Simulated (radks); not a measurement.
Results of a calculation; reference values are marked as such.
Question: The mean radii <r> (bohr) of the occupied orbitals of an atom or ion are listed with their occupations. Code: a radial shooting solver on a logarithmic mesh with Libxc functionals. Model: Dirac Kohn-Sham, B86b exchange with PBE correlation, spin-unpolarised, spherical densities, finite nucleus; Fermi nuclear charge, rms radius of each element as measured or else 0.836 A^(1/3) + 0.57 fm.

orbital  occ.     <r>
1s1/2       2  0.4195
2s1/2       1   2.286

Name the element and its charge. Open shells, if any, fill j = l - 1/2 first.

Answer: Z = 4, beryllium, charge +1: Be+ in [He] 2s1. The 1s radius gives Z: for a bare nucleus <r> = (2 gamma + 1)/(2Z) with gamma = sqrt(1 - (Z/c)^2), 0.3749 bohr for Z = 4, and screening makes it slightly larger (0.4195 here). The occupations add up to 3, and the charge is Z minus that.
